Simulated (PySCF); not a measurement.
Two species compared at the same levels of theory.

First species: C3H9NOSi2.
Structure used (GFN2-xTB), in Å, numbered top down from 1:
```xyz
16
C3H9NOSi2 angstrom
N     -2.525   -2.528   -0.552
C     -1.866   -1.766   -0.007
C     -1.047   -0.796    0.640
Si    -1.670    1.000    0.295
C      0.389   -0.848    0.132
O      0.912    0.446    0.224
Si     2.467    0.903    0.058
H     -1.081   -0.977    1.717
H     -1.090    1.890    1.293
H     -1.354    1.357   -1.083
H     -3.125    0.947    0.472
H      1.005   -1.549    0.709
H      0.407   -1.173   -0.916
H      2.960    0.594   -1.287
H      2.313    2.321    0.330
H      3.297    0.190    1.035
```

Second species: C3H9NOSi2.
InChI=1S/C3H9NOSi2/c5-3-4-6-1-2-7-4/h3H,1-2,6-7H2

Levels: PBE0/def2-SVPD for HOMO energy, LUMO energy, HOMO–LUMO gap and static isotropic polarisability; TDDFT PBE0/def2-SVPD for lowest singlet excitation; TDA PBE0/def2-SVPD for lowest triplet excitation (Tamm–Dancoff). Geometries: GFN2-xTB. Each structure is a single optimised conformer of the isolated species, non-relativistic unless stated. Electronic properties by PySCF.

Dipoles, sizes and rotational constants follow the conformer. The torsions of the flexible species, by atom-mapped SMILES:
- `[N:1]#[C:2][C@H:3]([SiH3:4])[CH2:5][O:6][SiH3:7]`: C2–C3–C5–O6 149°, C3–C5–O6–Si7 169°

The conformers of `O=CN1[SiH2]CC[SiH2]1` aren't listed.

Values for the first species:

* HOMO energy: -8.59 eV
* LUMO energy: -0.32 eV
* HOMO–LUMO gap: 8.27 eV
* Lowest singlet excitation: 6.99 eV
* Lowest triplet excitation (Tamm–Dancoff): 6.24 eV
* Static isotropic polarisability: 95.0 au

Problem. Estimate the same properties for the second species, and the change in each.

Solution. 
```
                                property     first    second  second less first
                             HOMO energy  -8.59 eV  -7.70 eV           +0.89 eV
                             LUMO energy  -0.32 eV  -0.12 eV           +0.20 eV
                           HOMO–LUMO gap   8.27 eV   7.58 eV           -0.69 eV
               lowest singlet excitation   6.99 eV   5.45 eV           -1.54 eV
lowest triplet excitation (Tamm–Dancoff)   6.24 eV   4.94 eV           -1.30 eV
         static isotropic polarisability   95.0 au   92.8 au            -2.2 au
```

On the first: No computed singlet falls in the visible range (750 to 380 nm, 1.65 to 3.26 eV); S1 lies 3.73 eV above its blue end. The principal polarisabilities are 79.1, 93.4 and 112.7 au; their mean is the isotropic value.

On the second: S1 lies 2.13 eV below the HOMO–LUMO gap; its leading configuration is HOMO→LUMO, weight 0.86. No computed singlet falls in the visible range (750 to 380 nm, 1.65 to 3.26 eV); S1 lies 2.19 eV above its blue end.
